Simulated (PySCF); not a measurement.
**C(2+): ionisation energy**

C(2+) [He] 2s2 (1S) → C(3+) [He] 2s1 (2S), as a difference of total energies. Computed with PySCF 2.14 in cc-pVTZ (4s3p2d1f, 30 functions), with no relativity, point nucleus. Correlated levels: valence: 1s2 frozen. The calculations carry no spin-orbit coupling.

```
           method  ionisation energy (eV)  error (eV)
              UHF                  45.786      -2.102
           r2SCAN                  46.621      -1.267
             PBE0                  47.041      -0.847
    MP2 (valence)                  46.956      -0.932
SCS-MP2 (valence)                  47.190      -0.698
   CCSD (valence)                  47.770      -0.118
```

Reference: 47.888 eV (measured; NIST Atomic Spectra Database, ionization energies).

Errors of the correlated levels include the incompleteness of this basis and the frozen core.

With two correlated electrons CCSD is exact in that space.

The coupled-cluster amplitudes are large for C(2+) (T1 above 0.03 or a double amplitude above 0.15), so a single reference is strained.
